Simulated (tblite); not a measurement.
C₆H₉O₂P.
Cartesian coordinates in Å at the GFN2-xTB level; atoms count from 1:
```
atom  x, y, z in Å
C1     2.0442   -0.4133   -2.2346
C2     1.6714    0.0494   -1.1921
P3     1.2439    0.7184    0.4023
O4     2.1975    0.3969    1.4682
O5     1.1674    2.3056    0.1270
C6    -0.4969    0.2402    0.6621
C7    -1.3960    0.5264   -0.5460
C8    -1.4402   -0.9780   -0.8525
C9    -0.7014   -1.2675    0.4627
H10    2.3497   -0.8156   -3.1573
H11    1.8740    2.7250    0.6214
H12   -0.8147    0.6513    1.6226
H13   -0.9384    1.1480   -1.3139
H14   -2.3613    0.9501   -0.2762
H15   -0.8690   -1.2541   -1.7362
H16   -2.4372   -1.4073   -0.9268
H17    0.2220   -1.8397    0.3661
H18   -1.3238   -1.7294    1.2266
```

All values are computed: GFN2-xTB (tblite) harmonic vibrations without scaling, gas phase. Against measured fundamentals such values can be off by several per cent, at times by over 20. One conformer, not necessarily the lowest.

Harmonic wavenumbers (cm⁻¹): 51.1, 92.4, 98.4, 123.0, 137.8, 202.1, 229.1, 285.2, 333.1, 368.5, 414.1, 433.6, 600.2, 671.5, 676.7, 736.4, 748.0, 802.7, 811.0, 828.3, 881.6, 988.3, 1011.2, 1019.8, 1042.7, 1078.1, 1098.1, 1173.9, 1177.9, 1202.6, 1225.1, 1247.8, 1262.9, 1265.1, 1273.2, 1465.3, 1468.2, 1487.4, 2218.0, 2942.4, 2980.5, 2997.4, 3006.8, 3012.7, 3019.3, 3023.7, 3362.3, 3577.3.

A = 1913, B = 1268, C = 1063 MHz; mass 144.034 u (most abundant isotopes); point group C1, symmetry number 1.

**Question.** What is the zero-point energy?

**Answer.** Half the sum of the wavenumbers: 30076 cm⁻¹ = 359.79 kJ/mol.

**Question.** Give the ideal-gas entropy at 500 K and 1 bar in the rigid-rotor, harmonic-oscillator model (classical rotation).

**Answer.** Translation 181.59, rotation 128.67, vibration 214.55: S = 524.8 J/(mol K).

**Question.** And Cp and H(500 K) − H(0)?

**Answer.** Cp = 238.56 J/(mol K), of which vibrations give 205.30 (their classical limit is 48 R = 399.1); H(500 K) − H(0) = 71.33 kJ/mol without the zero-point energy, 54.70 from vibrations.

**Question.** Blend soft modes into free rotors: weight 1/[1 + (100 cm⁻¹/ν̃)⁴] for the oscillator and the rest for a rotor with moment μB/(μ + B), μ = h/(8π²ν), B = 10⁻⁴⁴ kg m². What vibrational entropy results?

**Answer.** 200.39 J/(mol K) in place of 214.55, which changes −T·S at 500 K by +7.08 kJ/mol.

**Question.** Which modes carry the vibrational entropy at 500 K?

**Answer.** 51.1 cm⁻¹: 24.26; 92.4 cm⁻¹: 19.35; 98.4 cm⁻¹: 18.83; 123.0 cm⁻¹: 16.99; 137.8 cm⁻¹: 16.06; 202.1 cm⁻¹: 12.94 J/(mol K); the other 42 give 106.11 together.

Hindered rotation and anharmonicity are outside this model. Other conformers, if any are populated, would add a mixing term that is left out. The structure is chiral; the term R ln 2 for an equal mix with its mirror image is left out.
